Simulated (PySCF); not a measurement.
A structure optimised at PBE-D3(BJ)/def2-SVP, used in a PySCF frequency run:

```xyz
12

C     -3.3910     0.6591     0.5725
C     -2.5314     0.0262    -0.2522
Si    -0.8884    -0.6975     0.3028
Si     0.8837     0.6205    -0.5131
Cl     2.6899    -0.2812     0.0506
H     -4.3369     1.0955     0.2074
H     -3.1908     0.7661     1.6529
H     -2.7916    -0.0462    -1.3253
H     -0.6964    -2.0951    -0.2251
H     -0.8181    -0.7135     1.8067
H      0.8564     0.7277    -2.0144
H      0.8489     2.0113     0.0599
```
Charge 0, spin multiplicity 1.

Problem. Write its SMILES and formula.

Solution. C=C[SiH2][SiH2]Cl, C2H7ClSi2

Problem. What are its rotational constants (standard atomic weights)?

Solution. 7.5429, 0.87921, 0.83257 GHz
